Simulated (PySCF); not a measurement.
# W(62+) (tungsten, charge +62): Hartree-Fock from Schrödinger to Dirac-Coulomb-Breit

Occupied: 1s1/2, 2s1/2, 2p1/2, 2p3/2, 3s1/2. Hartree-Fock calculated with PySCF 2.14 in an even-tempered Gaussian basis (16 s from 8.8 bohr⁻², ratio 2.7; 14 p from 11 bohr⁻², ratio 2.7), Gaussian nucleus throughout. NR is non-relativistic, sf-X2C the spin-free one-electron X2C Hamiltonian, X2C adds the bare one-electron spin-orbit term, X2C-SNSO screens it by Boettger's factors, DC is four-component Dirac-Coulomb, and the Gaunt and Breit terms are added at first order (total energies over the DC spinors, levels after relaxing the spinors in that mean field). QED terms are absent. Levels marked empty are virtual spinors of this ion; the basis has s and p functions only, so 3d, which can lie below the n = 4 levels, is absent.

```
Hamiltonian  E (hartree)  E − E(DC) (hartree)  CPU seconds
         NR  -10798.4754             794.0936          0.2
     sf-X2C  -11571.9382              20.6308         0.14
        X2C  -11587.9284               4.6406         0.14
   X2C-SNSO  -11587.0098               5.5592         0.14
         DC  -11592.5690               0.0000          8.2
   DC+Gaunt  -11577.8328              14.7362           13
   DC+Breit  -11579.1254              13.4436           40
```

```csv
level (eV),NR,sf-X2C,X2C,X2C-SNSO,DC,DC+Gaunt,DC+Breit
1s1/2,-69435.8,-75181.6,-75164.9,-75165.9,-75255.5,-75016.2,-75032.2
2s1/2,-15538.4,-17182.8,-17178.7,-17178.9,-17191.7,-17165.3,-17167.3
2p1/2,-15140.0,-15684.7,-16716.1,-16683.1,-16691.7,-16646.1,-16650.6
2p3/2,-15140.0,-15684.7,-15273.1,-15283.6,-15292.5,-15262.1,-15266.6
3s1/2,-6481.4,-6998.3,-6997.6,-6997.6,-7000.7,-6993.6,-6994.5
3p1/2 (empty),-6249.6,-6466.6,-6737.0,-6728.5,-6730.7,-6719.1,-6720.6
3p3/2 (empty),-6249.6,-6466.6,-6357.1,-6359.9,-6361.8,-6354.0,-6355.6
4s1/2 (empty),-3484.9,-3690.5,-3690.2,-3690.3,-3691.4,-3688.8,-3689.2
```

```json
{"interval (eV)": "2p3/2 − 2p1/2", "X2C": "1443", "X2C-SNSO": "1399", "DC": "1399", "DC+Gaunt": "1384", "DC+Breit": "1384"}
{"interval (eV)": "3p3/2 − 3p1/2", "X2C": "379.9", "X2C-SNSO": "368.6", "DC": "369.0", "DC+Gaunt": "365.0", "DC+Breit": "365.0"}
```

Weight of the small component: 1s1/2 0.0780, 2s1/2 0.0182, 2p1/2 0.0181, 2p3/2 0.0165, 3s1/2 0.00709, 3p1/2 0.00698, 3p3/2 0.00656, 4s1/2 0.00340.

Koopmans' value for the highest occupied level at DC+Breit: 6994.5 eV, against an ionisation energy of 7000 ± 7 eV (semi-empirical (NIST evaluation); NIST Atomic Spectra Database, ionization energies); the former lacks relaxation, correlation, QED and recoil.

The whole ladder took 64 s of wall time on 1 thread of Intel(R) Xeon(R) 6975P-C (shared host), launched as `OMP_NUM_THREADS=1 python relrun2.py TASK.json OUT` (a driver that calls PySCF for each Hamiltonian).
